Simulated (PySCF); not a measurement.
**O²⁺ (oxygen, charge +2) across methods**

[He] 2s1 2p2 3s1, high-spin 5P determinant (an excited configuration). Computed with PySCF 2.14 in aug-cc-pV5Z (7s6p5d4f3g2h, 127 functions), with no relativity, point nucleus.

```csv
method,E (hartree),mean ε 2s α (eV),mean ε 2p α (eV),mean ε 3s α (eV),Σ⟨r²⟩ (bohr²),⟨S²⟩
UHF,-71.64753,-85.408,-68.496,-21.562,13.00,6.000
LC-wPBE,-71.6980,-76.770,-62.180,-21.858,12.73,6.000
PBE,-71.6819,-70.863,-56.548,-18.868,12.68,6.000
TPSS,-71.7629,-71.445,-56.817,-18.837,12.67,6.000
LDA,-71.1864,-70.494,-56.349,-18.894,12.68,6.000
r2SCAN,-71.7451,-72.431,-57.741,-18.896,12.80,6.000
TPSSh,-71.7600,-72.870,-58.013,-19.138,12.69,6.000
PBE0,-71.6969,-74.598,-59.633,-19.631,12.73,6.000
```

The outer electron is Rydberg-like, and this basis confines it to a smaller radius and binds it less than a complete one would.
